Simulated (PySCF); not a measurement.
Compound: C₃H₁₀BN.
InChI=1S/C3H10BN/c1-4(2)5-3/h5H,1-3H3

Computed with PySCF, TDDFT wB97X-D/def2-SVPD, vertical, gas phase, core orbitals frozen in the response. Geometry: PBE0-D3(BJ)/def2-SVP; no solvent, vibrations or thermal averaging. Torsions of this conformer, `[CH3:1][NH:2][B:3]([CH3:4])[CH3:5]`: C1–N2–B3–C4 0°.

Lowest singlets, with some entries withheld (?).

```csv
state,λ (nm),f,"main configurations (H = HOMO, L = LUMO)"
S1,181.0,?,H→L (86%)
S2,157.9,?,?
S3,?,0.317,H→L+2 (96%)
S4,?,0.017,?
S5,152.0,0.048,?
S6,151.1,?,"H→L+1 (67%), H→L+3 (15%)"
```

Question: Fill in the withheld entries.

Answer: 
- S1: f = 0.0006
- S2: f = 0.0004; H-1→L+2 (97%)
- S3: λ = 157.4 nm
- S4: λ = 153.1 nm; H→L+3 (56%), H→L+1 (25%), H→L+5 (14%)
- S5: H-1→L (93%)
- S6: f = 0.0061

Question: What is the mean static polarisability from the same response equations?

Answer: 61.8 au (9.16 Å³), with principal values 50.7, 62.0 and 72.7 au.

Question: How far apart are S1 and S2, in eV and cm⁻¹?

Answer: 7.852 − 6.851 = 1.001 eV, or about 8080 cm⁻¹.

Cost: about 50 s of CPU time on one thread; the machine was shared, so the figure is rough.
